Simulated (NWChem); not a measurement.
System: C₄H₃FS; SMILES Fc1ccsc1

Results from NWChem. Pople sets run with spherical d functions. The geometry was optimised at PBE0/def2-SVP. Level B3LYP/6-31G*: single points from the atomic guess with DIIS by default; each run changes one setting, and all converged runs end within 0.3 mHa of each other. NWChem's automatic level shift, which a small gap switches on, acted in some of these runs.

**Question.** Which setting needs the most SCF iterations, or fails (DIIS on 20 Fock matrices; level shift of 0.5 Ha throughout; occupation smearing of 0.005 Ha; core-Hamiltonian guess; no DIIS, 40 % damping; defaults)?

**Answer.** no DIIS, 40 % damping, with 26 against 10 for the defaults.
```tsv
setting	SCF iterations
defaults	10
occupation smearing of 0.005 Ha	10
no DIIS, 40 % damping	26
level shift of 0.5 Ha throughout	10
DIIS on 20 Fock matrices	8
core-Hamiltonian guess	20
```
